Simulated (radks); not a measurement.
Values are calculated unless marked as measured or tabulated.
All-electron atom: Kr I in [Kr]. Code: a radial shooting solver on a logarithmic mesh with Libxc functionals. Model: scalar-relativistic Kohn-Sham, r2SCAN, spin-polarised, spherical densities, finite nucleus; meta-GGA in the generalised Kohn-Sham scheme; Fermi nuclear charge, rms radius 4.1884 fm.

Unscreened Slater integrals over Kohn-Sham orbitals (eV). They are taken over the spin-up orbitals.

integral,value
"F0(4p,4p)",12.747
"F2(4p,4p)",6.5611
"F0(4p,4s)",13.930
"G1(4p,4s)",9.1192
"F0(4p,3d)",16.821
"F2(4p,3d)",3.2841
"G1(4p,3d)",1.0551
"G3(4p,3d)",0.97382
"F0(4p,3p)",16.858
"F2(4p,3p)",3.1626
"G0(4p,3p)",0.75203
"G2(4p,3p)",0.87295
"F0(4s,4s)",15.526
"F0(4s,3d)",19.931
"G2(4s,3d)",1.6068
"F0(4s,3p)",19.990
"G1(4s,3p)",1.3018
"F0(3d,3d)",44.887
"F2(3d,3d)",21.599
"F4(3d,3d)",13.612
"F0(3d,3p)",44.955
"F2(3d,3p)",21.643
"G1(3d,3p)",26.033
"G3(3d,3p)",16.215
"F0(3p,3p)",45.487
"F2(3p,3p)",22.853
